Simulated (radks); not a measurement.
Spin polarisation of the 2p4 shell in neutral oxygen. Start: [He] 2s2 2p(up 2, down 2); electrons of 2p are moved from spin down to spin up, other shells keep equal spins. Method: non-relativistic Kohn-Sham, LDA (Slater exchange, Perdew-Wang correlation), spin-polarised, spherical densities, point nucleus; computed with a radial shooting solver on a logarithmic mesh with Libxc functionals.

| moment (Bohr magnetons) | E - E(0) (eV) | e(2p up) (eV) | e(2p down) (eV) | 2s down minus up (eV) |
|---|---|---|---|---|
| 0 | 0.000 | -9.205 | -9.205 | 0.000 |
| 0.5 | -0.092 | -9.553 | -8.818 | 0.766 |
| 1 | -0.368 | -9.863 | -8.391 | 1.535 |
| 1.5 | -0.828 | -10.134 | -7.924 | 2.310 |
| 2 | -1.473 | -10.363 | -7.414 | 3.090 |

At moment 2 the spin-polarisation energy is -1.473 eV and the 2p exchange splitting 2.950 eV, that is 1.475 eV per Bohr magneton; E = -I m^2/4 would give I = 1.473 eV.
